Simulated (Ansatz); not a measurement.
Geometry optimisation, UKS CAM-B3LYP-D4/6-31G (Ansatz 0.2.0).

input.yaml

```yaml
crystal:
  periodic: [false, false, false]
  atoms:
    - { symbol: O, position_ang: [-1.8729, -0.2043, 1.0151] }
    - { symbol: B, position_ang: [-1.238, 0.3639, -0.1749] }
    - { symbol: O, position_ang: [-0.4398, -0.5136, -1.0114] }
    - { symbol: Si, position_ang: [1.2716, -0.3306, -0.4045] }
    - { symbol: H, position_ang: [-1.2941, -0.0025, 1.7361] }
    - { symbol: H, position_ang: [-1.4122, 1.5036, -0.5064] }
    - { symbol: H, position_ang: [1.6626, 1.0615, -0.5134] }
    - { symbol: H, position_ang: [1.3063, -0.7571, 0.9977] }
    - { symbol: H, position_ang: [2.105, -1.1672, -1.1554] }
magnetization:
  spin_polarized: true
basis:
  gaussian: { orbitals: "6-31G" }
hamiltonian:
  xc: cam_b3lyp
  dispersion: d4
relax:
  f_tol: 0.02
  max_steps: 50
```

Command:

```bash
$ ansatz run input.yaml --threads 1 --pin off --max-ram 2048MiB --backend cpu --events-out ev --progress --plain --runs-dir out
```

Where does it end, and by what steps?

The forces met the threshold. Limits of this set-up: no polarisation functions. After 20 steps the energy has fallen by 1.702 eV; O3 moved furthest, 1.40 Å.

| step | energy less start (eV) | largest force component (eV/Å) | accepted |
| --- | --- | --- | --- |
| 0 | 0.0000 | 2.970 | yes |
| 1 | -0.4403 | 1.437 | yes |
| 2 | -0.6467 | 1.797 | yes |
| 3 | -0.9397 | 1.014 | yes |
| 4 | -1.2155 | 0.910 | yes |
| 5 | -1.4244 | 0.843 | yes |
| 6 | -1.6037 | 0.534 | yes |
| 7 | -1.6760 | 0.119 | yes |
| 8 | -1.6799 | 0.039 | yes |
| 9 | -1.6702 | 0.488 | no |
| 10 | -1.6830 | 0.090 | yes |
| 11 | -1.6840 | 0.252 | yes |
| 12 | -1.6815 | 0.355 | no |
| 13 | -1.6905 | 0.061 | yes |
| 14 | -1.6939 | 0.078 | yes |
| 15 | -1.6966 | 0.133 | yes |
| 16 | -1.6984 | 0.096 | yes |
| 17 | -1.7007 | 0.128 | yes |
| 18 | -1.7018 | 0.056 | yes |
| 19 | -1.7019 | 0.041 | yes |
| 20 | -1.7019 | 0.014 | yes |

```xyz
9
Properties=species:S:1:pos:R:3
O -1.446 -0.489 0.840
B -1.221 0.581 -0.006
O 0.025 0.719 -0.529
Si 1.474 -0.220 -0.345
H -2.324 -0.613 1.227
H -2.078 1.362 -0.275
H 2.503 0.459 -1.184
H 1.905 -0.231 1.088
H 1.252 -1.616 -0.833
```

Run time: 68 s on 1 thread of Arm Neoverse V2, with other jobs on the host, peak memory 0.16 GiB.
